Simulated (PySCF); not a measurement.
# Gas-phase XPS of `COBSC`, computed

C₂H₇BOS.
SMILES with atom numbers: `[CH3:1][O:2][BH:3][S:4][CH3:5]`

Cartesian coordinates in Å at the PBE0-D3(BJ)/def2-SVP level; atoms count from 1:
```
atom  x, y, z in Å
C1    -2.387    0.015    0.288
O2    -1.351   -0.584    1.023
B3    -0.040   -0.462    0.744
S4     0.571    0.505   -0.659
C5     2.366    0.285   -0.486
H6    -3.050    0.555    0.980
H7    -2.012    0.724   -0.469
H8    -2.976   -0.765   -0.219
H9     0.744   -1.025    1.474
H10    2.698    0.542    0.528
H11    2.846    0.964   -1.202
H12    2.658   -0.747   -0.721
```

Computed, not measured: delta-SCF UKS SCAN, pcX-2 on the ionised atom, pcseg-1 elsewhere, spin-free X2C in PySCF 2.14.0. These are vertical core ionisation energies against the vacuum level, from separate self-consistent calculations with and without the core hole.

Question: Give the core binding energies atom by atom.

Answer: 
```tsv
atom(s)	bonded to	level	binding energy (eV)	above the level's lowest (eV)	count
B3	O, S and H	B 1s	196.41	0.00	1
C5	S and 3 H	C 1s	291.39	0.00	1
C1	O and 3 H	C 1s	292.51	+1.12	1
O2	C and B	O 1s	538.71	0.00	1
S4	C and B	S 1s	2476.80	0.00	1
```

Lowest listed C 1s: C5, bonded to S and 3 H. Highest, 1.12 eV above it: C1, bonded to O and 3 H. Summing the Pauling electronegativity differences to the bonded atoms, each weighted by its formal bond order, gives -1.02 for the lowest site and -0.16 for the highest.

Question: Express the binding energy of S 1s of S4 in atomic units and per mole.

Answer: 2476.80 eV = 91.0207 Eh = 238975 kJ/mol.

Question: Which photon energy gives electrons from S 1s of S4 a kinetic energy of 50 eV, and what is their de Broglie wavelength?

Answer: hν = 2476.80 + 50 = 2526.80 eV, recoil neglected; λ = 12.264 Å/√(E/eV) = 1.73 Å.

Not every level is listed. Isolated species at its PBE0-D3(BJ)/def2-SVP geometry (one conformer only).

Hardware: Arm Neoverse N1, one thread, shared host with 64 logical CPUs at a one-minute load of 55. Cost: 50 s, 0.52 GiB resident at most.
